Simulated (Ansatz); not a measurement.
System: GeH$_{2}$SeBr, charge 0, doublet. GeH2SeBr (SMILES [Se](Br)[GeH2], doublet).
B3LYP-D3(BJ)/def2-TZVP minimum from Ansatz (a program for electronic structure):
```xyz
5

Se    -0.8320    -0.4157     0.4557
Br     1.2933    -1.3206     0.0222
Ge    -0.4730     1.7636    -0.4348
H      0.0864     1.6023    -1.8756
H     -1.9279     2.3147    -0.4795
```
Charge 0, spin multiplicity 2.

Total energies in hartree (Ansatz). Radicals and triplets start from unrestricted determinants; spin-orbit coupling is neglected. Cores are frozen in correlated methods (noble-gas shells, and filled d and f shells in the p block). No relativity. Where a partner has so few electrons that a lower coupled-cluster level is exact, that level stands in. Spin-orbit terms, left out, reach several kcal/mol for Br and I, and more for heavier atoms.

```csv
species,HF/cc-pVTZ,CCSD(T)/cc-pVTZ,HF/cc-pVQZ,CCSD(T)/cc-pVQZ,CCSD(T)/cc-pVDZ,CCSDT(Q)/cc-pVDZ
"1: GeH2SeBr (SMILES Br[Se][GeH2], doublet)",-7048.92365,-7049.39538,-7048.93351,-7049.44513,-7049.04830,-7049.05040
2: Se (triplet),-2399.87209,-2399.99441,-2399.87500,-2400.00700,-2399.88510,-2399.88538
3: Br (doublet),-2572.44509,-2572.60263,-2572.44802,-2572.62195,-2572.47590,-2572.47619
4: Ge (triplet),-2075.36107,-2075.42794,-2075.36359,-2075.43284,-2075.34866,-2075.34895
5: H (doublet),-0.49981,-0.49981,-0.49995,-0.49995,-0.49928,-0.49928
```

Question: Work out the atomisation energy (electronic, to ground-state atoms) in kcal/mol: take Hartree-Fock from cc-pVQZ, extrapolate the CCSD(T) correlation energy as X^-3 (X = 3, 4), and add CCSDT(Q) - CCSD(T) in cc-pVDZ. 1 hartree = 627.51 kcal/mol.

Answer: 
Species 1: correlation (64·(-0.51162) - 27·(-0.47173))/37 = -0.54073; step -0.00210; E1 = -7048.93351 + (-0.54073) + (-0.00210) = -7049.47634
Species 2: correlation (64·(-0.13200) - 27·(-0.12232))/37 = -0.13906; step -0.00028; E2 = -2399.87500 + (-0.13906) + (-0.00028) = -2400.01434
Species 3: correlation (64·(-0.17393) - 27·(-0.15754))/37 = -0.18589; step -0.00029; E3 = -2572.44802 + (-0.18589) + (-0.00029) = -2572.63420
Species 4: correlation (64·(-0.06925) - 27·(-0.06687))/37 = -0.07099; step -0.00029; E4 = -2075.36359 + (-0.07099) + (-0.00029) = -2075.43487
Species 5: correlation (64·(0.00000) - 27·(0.00000))/37 = 0.00000; step +0.00000; E5 = -0.49995 + (0.00000) + (+0.00000) = -0.49995
-1·E1 +1·E2 +1·E3 +1·E4 +2·E5 = 0.39303 hartree = 246.6 kcal/mol.
